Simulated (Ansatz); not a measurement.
Isolated molecules relaxed with PBE0-D4/def2-TZVP in Ansatz; ΔE leaves out vibrations. CCSD(T)/CBS adds triple-zeta CCSD(T) − MP2 to the extrapolated MP2 energy (def2 sets, frozen cores). This one scheme is used for every species. DFT in def2-TZVPP. B3LYP here is the variant with VWN-RPA as its local correlation; programs differ in this. Each species was taken in one conformer, which may not be the lowest.

Reaction (ligand exchange at a B–C bond): `BC(=O)OC` + `COCN` → `BNCOC` + `COC=O`

| level | ΔE (kcal/mol) | difference from CCSD(T)/CBS |
| --- | --- | --- |
| PBE-D4 | -32.9 | 1.4 |
| r2SCAN-D4 | -33.3 | 1.0 |
| PBE0-D4 | -34.1 | 0.2 |
| B3LYP-D4 | -34.1 | 0.2 |
| ωB97X-V | -34.0 | 0.3 |
| ωB97M-V | -34.7 | -0.4 |
| B2PLYP | -34.7 | -0.4 |
| PBE | -33.0 | 1.3 |
| r2SCAN | -33.3 | 1.0 |
| PBE0 | -34.2 | 0.1 |
| B3LYP | -34.3 | 0.0 |
| HF/def2-TZVPP | -34.7 | -0.4 |
| MP2/def2-TZVPP | -35.7 | -1.4 |
| SCS-MP2/def2-TZVPP | -35.6 | -1.3 |
| CCSD/def2-TZVPP | -35.0 | -0.7 |
| CCSD(T)/def2-TZVPP | -34.8 | -0.5 |
| HF/def2-QZVPP | -34.8 | -0.5 |
| MP2/def2-QZVPP | -35.5 | -1.2 |
| SCS-MP2/def2-QZVPP | -35.3 | -1.0 |
| HF/CBS(def2) | -34.8 | -0.5 |
| MP2/CBS(def2) | -35.2 | -0.9 |
| CCSD/CBS(def2) | -34.4 | -0.1 |
| CCSD(T)/CBS | -34.3 | 0 |

Largest T1 diagnostic among the species: 0.018.

From PBE to PBE0 (25 % exact exchange), in def2-TZVPP and without D4, ΔE moves by −1.2 kcal/mol.
